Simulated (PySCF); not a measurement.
Species: C4H4Br (charge +1).
SMILES: `C[c+]1cc1Br`

Theory: EOM-IP-CCSD/aug-cc-pVDZ in PySCF, restricted Hartree–Fock reference, 13 core orbitals frozen, non-relativistic, gas phase, PBE0-D3(BJ)/def2-SVP geometry.

The vertical ionisation energies are 16.02, 16.40, 18.22, 19.08, 19.39 eV.

**Question.** Which Hartree–Fock orbital leads each hole, and what is its Koopmans value −ε?

**Answer.** 
```
leading hole (HF orbital)  Koopmans (eV)  EOM-IP-CCSD (eV)  change (eV)  one-hole share
                     HOMO          16.68             16.02        -0.66            0.96
                   HOMO-1          16.79             16.40        -0.39            0.96
                   HOMO-2          19.18             18.22        -0.96            0.96
                   HOMO-3          19.70             19.08        -0.62            0.95
                   HOMO-4          20.70             19.39        -1.31            0.95
```

**Question.** Does the order of the lines follow the orbital energies?

**Answer.** Yes, no two lines change places. The corrections run from -1.31 to -0.39 eV, with a mean of -0.79 eV over the 5 lines; no line lies above its Koopmans value.

**Question.** At what kinetic energies would He I light (21.22 eV) eject these electrons?

**Answer.** 5.20 eV (HOMO), 4.82 eV (HOMO-1), 3.00 eV (HOMO-2), 2.14 eV (HOMO-3), 1.83 eV (HOMO-4).

**Question.** What total energy has the lowest final state, and which wavelength reaches it?

**Answer.** E(CCSD) + ionisation energy = -2726.56227 + 0.58861 = -2725.97366 Eh, at the geometry of the initial state. The threshold wavelength is 1239.84 eV nm/16.02 eV = 77.4 nm.

One root was sought for each valence orbital with −ε under 21 eV, eight at most, so deeper holes and satellites are missing; no vibrational structure.
